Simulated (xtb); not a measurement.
C₃H₈N, doublet, at a GFN2-xTB geometry; GFN1-xTB in xtb 6.7.1.

The xtb input:
```
$ xtb mol.xyz --gfn 1 --uhf 1 --hess --json

# file mol.xyz
12

C     -0.62667224     1.28621302     0.14329601
C     -0.01933799    -0.03669344     0.39344739
C      1.43057375    -0.11714234    -0.07366094
N     -0.79208577    -1.07592181    -0.32245454
H     -0.42635380     1.79297116    -0.78303827
H     -1.47513026     1.61073911     0.71632173
H     -0.08000978    -0.29774481     1.45626300
H      2.04796456     0.56417111     0.50512215
H      1.50318320     0.15377893    -1.12483008
H      1.80094900    -1.13067584     0.05145895
H     -0.77226340    -0.89055284    -1.32089195
H     -1.76112015    -1.06549754    -0.02171849
```

The log (banner, timings and long lists left out):

```
   ID    Z sym.   atoms
    1    6 C      1-3
    2    7 N      4
    3    1 H      5-12

           -------------------------------------------------
          |                Calculation Setup                |
           -------------------------------------------------

           -------------------------------------------------
          |                 G F N 1 - x T B                 |
           -------------------------------------------------

          ...................................................
          :                      SETUP                      :
          :.................................................:
          :  # basis functions                  32          :
          :  # atomic orbitals                  32          :
          :  # shells                           24          :
          :  # electrons                        25          :
          :  # halogen bonds                     0          :
          :  max. iterations                   250          :
          :  Hamiltonian                  GFN1-xTB          :
          :  restarted?                      false          :
          :  GBSA solvation                  false          :
          :  PC potential                    false          :
          :  electronic temp.          300.0000000     K    :
          :  accuracy                    1.0000000          :
          :  -> integral cutoff          0.2500000E+02      :
          :  -> integral neglect         0.1000000E-07      :
          :  -> SCF convergence          0.1000000E-05 Eh   :
          :  -> wf. convergence          0.2000000E-04 e    :
          :  Broyden damping             0.4000000          :
          :  net charge                          0          :
          :  unpaired electrons                  1          :
          ...................................................

 iter      E             dE          RMSdq      gap      omega  full diag
   1    -13.9356644 -0.139357E+02  0.748E+00    5.45       0.0  T
   2    -13.9573613 -0.216969E-01  0.452E+00    5.77       1.0  T
   3    -13.9577760 -0.414712E-03  0.544E-01    6.32       1.0  T
   4    -13.9584332 -0.657167E-03  0.129E-01    6.18       1.0  T
   5    -13.9584882 -0.550747E-04  0.164E-02    6.13       1.8  T
   6    -13.9584891 -0.816161E-06  0.216E-03    6.12      13.4  T
   7    -13.9584891 -0.199500E-07  0.491E-04    6.12      58.7  T
   8    -13.9584891 -0.579465E-09  0.668E-05    6.12     432.2  T
[...]
         :: total energy             -13.783236094701 Eh    ::
[...]
       3    266.29    -0.48306 ( 99.88%)    -0.56082 (  0.12%)    -0.48316
   ------------------------------------------------------------------------

   temp. (K)  partition function   enthalpy   heat capacity  entropy
                                   cal/mol     cal/K/mol   cal/K/mol   J/K/mol
 298.15  VIB   7.37                 1815.007     13.512     10.048
         ROT  0.455E+05              888.752      2.981     24.295
         INT  0.335E+06             2703.760     16.493     34.343
         TR   0.428E+27             1481.254      4.968     38.082
         TOT                        4185.0136    21.4614    72.4254   303.0280

       T/K    H(0)-H(T)+PV         H(T)/Eh          T*S/Eh         G(T)/Eh
   ------------------------------------------------------------------------
    298.15    0.666924E-02    0.110191E+00    0.344117E-01    0.757790E-01
   ------------------------------------------------------------------------

         :::::::::::::::::::::::::::::::::::::::::::::::::::::
         ::                  THERMODYNAMIC                  ::
         :::::::::::::::::::::::::::::::::::::::::::::::::::::
         :: total free energy         -13.707457054928 Eh   ::
         ::.................................................::
         :: total energy              -13.783236094706 Eh   ::
         :: zero point energy           0.103521450054 Eh   ::
         :: G(RRHO) w/o ZPVE           -0.027742410275 Eh   ::
         :: G(RRHO) contrib.            0.075779039779 Eh   ::
         :::::::::::::::::::::::::::::::::::::::::::::::::::::
imag cut-off (cm-1) :    5.00
 found            1  significant imaginary frequency
 writing imag mode distorted coords to xtbhess.xyz
 for further optimization.

           -------------------------------------------------
          | TOTAL ENERGY              -13.783236094706 Eh   |
          | TOTAL ENTHALPY            -13.673045401037 Eh   |
          | TOTAL FREE ENERGY         -13.707457054928 Eh   |
          | GRADIENT NORM               0.009372013088 Eh/α |
          | HOMO-LUMO GAP               6.121839205739 eV   |
           -------------------------------------------------
########################################################################
[WARNING] Runtime exception occurred
-1- hessian_numhess: Hessian on incompletely optimized geometry!
########################################################################

normal termination of xtb
```
